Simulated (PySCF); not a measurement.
Cl₂, singlet, geometry from GFN2-xTB; PySCF with PW91/3-21G.

Input for PySCF:
```python
from pyscf import gto, scf, dft

mol = gto.Mole()
mol.atom = '''
    Cl   -0.00000000   -0.00000000   -1.00842595
    Cl    0.00000000    0.00000000    1.00842595
'''
mol.basis = '3-21g'
mol.verbose = 4
mol.build()

mf = dft.RKS(mol)
mf.xc = 'pw91,pw91'
mf.kernel()
```

The log (banner, timings and long lists left out):

```
PySCF version 2.14.0

[INPUT] verbose = 4
[INPUT] num. atoms = 2
[INPUT] num. electrons = 34
[INPUT] charge = 0
[INPUT] spin (= nelec alpha-beta = 2S) = 0
[INPUT] symmetry False subgroup None
[INPUT] Mole.unit = angstrom
[INPUT] Symbol           X                Y                Z      unit          X                Y                Z       unit  Magmom
[INPUT]  1 Cl     0.000000000000   0.000000000000  -1.008425950000 AA    0.000000000000   0.000000000000  -1.905648862404 Bohr   0.0
[INPUT]  2 Cl     0.000000000000   0.000000000000   1.008425950000 AA    0.000000000000   0.000000000000   1.905648862404 Bohr   0.0

nuclear repulsion = 75.8271908591206
number of shells = 14
number of NR pGTOs = 54
number of NR cGTOs = 26
basis = 3-21g
ecp = {}

******** <class 'pyscf.dft.rks.RKS'> ********
method = RKS
initial guess = minao
damping factor = 0
level_shift factor = 0
DIIS = <class 'pyscf.scf.diis.CDIIS'>
diis_start_cycle = 1
diis_space = 8
diis_damp = 0
SCF conv_tol = 1e-09
SCF conv_tol_grad = None
SCF max_cycles = 50
direct_scf = True
direct_scf_tol = 1e-13
XC library pyscf.dft.libxc version 7.1.2
    S. Lehtola, C. Steigemann, M. J. T. Oliveira, and M. A. L. Marques,  SoftwareX 7, 1–5 (2018)
XC functionals = pw91,pw91
    J. P. Perdew. In P. Ziesche and H. Eschrig, editors, Proceedings of the 75. WE-Heraeus-Seminar and 21st Annual International Symposium on Electronic Structure of Solids, 11. Berlin, 1991. Akademie Verlag.
    J. P. Perdew, J. A. Chevary, S. H. Vosko, K. A. Jackson, M. R. Pederson, D. J. Singh, and C. Fiolhais,  Phys. Rev. B 46, 6671 (1992)
    J. P. Perdew, J. A. Chevary, S. H. Vosko, K. A. Jackson, M. R. Pederson, D. J. Singh, and C. Fiolhais,  Phys. Rev. B 48, 4978 (1993)
    J. P. Perdew. In P. Ziesche and H. Eschrig, editors, Proceedings of the 75. WE-Heraeus-Seminar and 21st Annual International Symposium on Electronic Structure of Solids, 11. Berlin, 1991. Akademie Verlag.
    J. P. Perdew, J. A. Chevary, S. H. Vosko, K. A. Jackson, M. R. Pederson, D. J. Singh, and C. Fiolhais,  Phys. Rev. B 46, 6671 (1992)
    J. P. Perdew, J. A. Chevary, S. H. Vosko, K. A. Jackson, M. R. Pederson, D. J. Singh, and C. Fiolhais,  Phys. Rev. B 48, 4978 (1993)
radial grids:
    Treutler-Ahlrichs [JCP 102, 346 (1995); DOI:10.1063/1.469408] (M4) radial grids

becke partition: Becke, JCP 88, 2547 (1988); DOI:10.1063/1.454033
pruning grids: <function nwchem_prune>
grids dens level: 3
symmetrized grids: False
atomic radii adjust function: <function treutler_atomic_radii_adjust>
small_rho_cutoff = 0
Set gradient conv threshold to 3.16228e-05
Initial guess from minao.
tot grids = 37760
init E= -915.466550830281
  HOMO = -0.297163485528679  LUMO = -0.160524244023947  gap/eV = 3.71814
cycle= 1 E= -915.865272084704  delta_E= -0.399  |g|= 0.0883  |ddm|= 1.58
  HOMO = -0.273612483883621  LUMO = -0.17443930265866  gap/eV = 2.69864
cycle= 2 E= -915.868599865291  delta_E= -0.00333  |g|= 0.0304  |ddm|= 0.224
  HOMO = -0.274893139315609  LUMO = -0.174975413818498  gap/eV = 2.71890
cycle= 3 E= -915.86910233201  delta_E= -0.000502  |g|= 0.00143  |ddm|= 0.0678
  HOMO = -0.275314372733942  LUMO = -0.175350938998298  gap/eV = 2.72014
cycle= 4 E= -915.869103309696  delta_E= -9.78e-07  |g|= 0.000654  |ddm|= 0.00348
  HOMO = -0.275171425097066  LUMO = -0.175196426882982  gap/eV = 2.72046
cycle= 5 E= -915.869103429325  delta_E= -1.2e-07  |g|= 8.48e-06  |ddm|= 0.000961
  HOMO = -0.275169294668877  LUMO = -0.175194357100868  gap/eV = 2.72046
cycle= 6 E= -915.869103429342  delta_E= -1.66e-11  |g|= 1.72e-07  |ddm|= 1.23e-05
  HOMO = -0.27516931227631  LUMO = -0.175194404571957  gap/eV = 2.72046
Extra cycle  E= -915.869103429342  delta_E= -4.55e-13  |g|= 9.01e-08  |ddm|= 5.4e-07
converged SCF energy = -915.869103429342
```
